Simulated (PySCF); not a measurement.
**Polarisability and C₆ of N (nitrogen, neutral)**

[He] 2s2 2p3, high-spin 4S determinant. All numbers are calculated (PySCF 2.14, the spin-free X2C one-electron Hamiltonian (Gaussian nucleus), in aug-cc-pCVTZ-DK (7s6p4d2f, 59 functions)). Coupled (time-dependent) response in atomic units; α is the mean over directions.

| method | mean α (bohr³) | C₆ (like pair) | S(−4) |
| --- | --- | --- | --- |
| UHF | 7.119 | 23.25 | 27.44 |
| PBE | 8.018 | 27.69 | 34.25 |
| PBE0 | 7.602 | 25.82 | 29.68 |
| BP86 | 8.096 | 28.11 | 34.37 |
| revPBE | 8.020 | 27.72 | 34.33 |

S(−4) is the Cauchy moment in α(ω) = α(0) + S(−4) ω² + …

Reference α: 7.4 ± 0.2 bohr³ (recommended; Schwerdtfeger and Nagle, table of static dipole polarizabilities (2023 update)). Published C₆: 24.20 (Chu and Dalgarno (2004); Tang, Norbeck and Certain (1976)).

α(iu) at PBE0:

| u (hartree) | α(iu) (bohr³) |
| --- | --- |
| 0 | 7.602 |
| 0.0500 | 7.529 |
| 0.100 | 7.322 |
| 0.200 | 6.633 |
| 0.300 | 5.807 |
| 0.500 | 4.312 |
| 0.750 | 3.007 |
| 1.00 | 2.179 |
| 1.50 | 1.278 |
| 2.00 | 0.8347 |
| 3.00 | 0.4349 |
| 5.00 | 0.1798 |

A single London oscillator, α(iu) = α/(1 + u²/ω²), gives C₆ = (3/4) ω α². Matching the computed C₆ needs ω = 4 × 25.82 / (3 × 7.602²) = 0.596 hartree.
